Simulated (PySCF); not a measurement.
Atoms are numbered as in `[NH2:1][B:2]([F:3])[F:4]`. Each H is labelled by its parent atom.

Geometry: PBE0-D3(BJ)/def2-TZVP; GIAO absolute shieldings from PySCF 2.14.0 with density-fitted response routines, gas phase, non-relativistic, averaged over equivalent atoms.

At KT3/pcSseg-2 (172 basis functions, 7.5 s wall time on 1 thread of an AMD EPYC 9R45 96-Core, shared host):
| atoms | σ (ppm) |
| --- | --- |
| N1 | 216.3 |
| B2 | 83.3 |
| F3/F4 | 310.1 |
| H(N1) | 29.38 |

Problem. What do these become at PBE0/pcSseg-2?

Solution. 
```json
{"atoms": "N1", "σ at PBE0/pcSseg-2": "215.4", "change": "-0.9"}
{"atoms": "B2", "σ at PBE0/pcSseg-2": "81.8", "change": "-1.5"}
{"atoms": "F3/F4", "σ at PBE0/pcSseg-2": "313.4", "change": "+3.3"}
{"atoms": "H(N1)", "σ at PBE0/pcSseg-2": "29.14", "change": "-0.24"}
```

The largest change is at F3/F4 (fluorine bonded to B). Cost: 172 basis functions, 5.6 s wall time on 1 thread of an AMD EPYC 9R45 96-Core, shared host.
